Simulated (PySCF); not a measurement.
C5H9ClSSi.
Atom-mapped SMILES: `[CH2:1]=[C:2]([Cl:3])[C@@H:4]1[CH2:5][C@@H:6]1[S:7][SiH3:8]`

NICS is the negative of the GIAO shielding at a point without a nucleus: at the ring centre (0) and 1 Å above and below it (1); zz is the component along the ring normal. Level: GIAO PBE0/pcSseg-1 (PySCF, non-relativistic, gas phase) on the GFN2-xTB geometry, one conformer.

Ring bond lengths (Å), with Mayer bond orders in brackets: C4–C5 1.506 (0.94), C5–C6 1.490 (0.94), C6–C4 1.517 (0.86).

Task: Give the NICS values of each ring in ppm.

Result: 
```
    ring                                            type  NICS(0)  NICS(1), two faces  NICS(1)zz, two faces  rms pucker (Å)  centre to ring atoms, mean (Å)
C4–C5–C6  3-membered carbocycle; formal bonds all single    -43.0         -8.2 / -8.9         -23.1 / -17.4            0.00                            0.87
```

Task: What do they say, and how far can they be read as aromaticity?

Result: 
- C4–C5–C6: mean NICS(1)zz -20.3 ppm, shielded. C4, C5, C6 have four or more neighbours, so the value isn't read as a sign of a π ring current. The two faces differ by 5.7 ppm, so no symmetry operation interchanges them. NICS(0) lies 34 ppm below the mean NICS(1).

Task: What is the mean of the two in-plane components of NICS at the second NICS(1) probe listed for ring C4–C5–C6, 1 Å off the ring?

Result: The isotropic value is a third of the trace: (3 × -8.9 − (-17.4))/2 = -4.7 ppm.

Task: List the ring angles and the Hirshfeld charges of the ring atoms.

Result: 
- C4–C5–C6: C4 59.0° (-0.051 e), C5 60.8° (-0.079 e), C6 60.1° (-0.044 e); sum 180.0° against 180° for a flat convex ring.

Conformer computed: `[CH2:1]=[C:2]([Cl:3])[C@@H:4]1[CH2:5][C@@H:6]1[S:7][SiH3:8]`: C1–C2–C4–C5 23°, C5–C6–S7–Si8 -151°.
